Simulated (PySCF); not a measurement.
C2H6BF2N.

```xyz
12

C     -2.4719    -0.2942    -0.1633
C     -1.1167    -0.8332    -0.5906
N     -0.0925     0.1848    -0.6569
B      1.0033     0.3012     0.1971
F      1.2235    -0.5844     1.1663
F      1.8702     1.3028     0.0679
H     -2.4129     0.1636     0.8358
H     -2.8355     0.4743    -0.8645
H     -3.2230    -1.0982    -0.1315
H     -0.7762    -1.6000     0.1208
H     -1.2076    -1.3389    -1.5686
H     -0.2254     0.8985    -1.3633
```

Geometry optimised at PBE0-D3(BJ)/def2-SVP. The structure was generated by enumeration, and PubChem lists no compound with its InChIKey, so it may never have been made. The values are those of a single conformer.

All values below come from PySCF with PBE/pcSseg-1. Non-relativistic, no solvent.

Computed absolute GIAO shielding of each atom: isotropic value and principal components (ppm):
```csv
atom,σ(iso),σ11,σ22,σ33,span
C1,158.9,141.2,154.7,180.6,39.4
C2,140.6,116.4,141.8,163.4,47.0
N3,177.3,135.9,182.0,214.1,78.2
B4,78.3,60.3,77.9,96.8,36.5
F5,303.0,191.2,328.1,389.6,198.4
F6,292.5,187.5,336.1,353.9,166.4
H7,30.1,26.7,28.8,34.9,8.2
H8,30.3,26.9,28.5,35.4,8.4
H9,30.1,26.2,27.2,36.8,10.6
H10,28.1,23.4,29.2,31.7,8.4
H11,28.4,22.7,28.1,34.4,11.7
H12,29.1,22.5,29.5,35.3,12.7
```
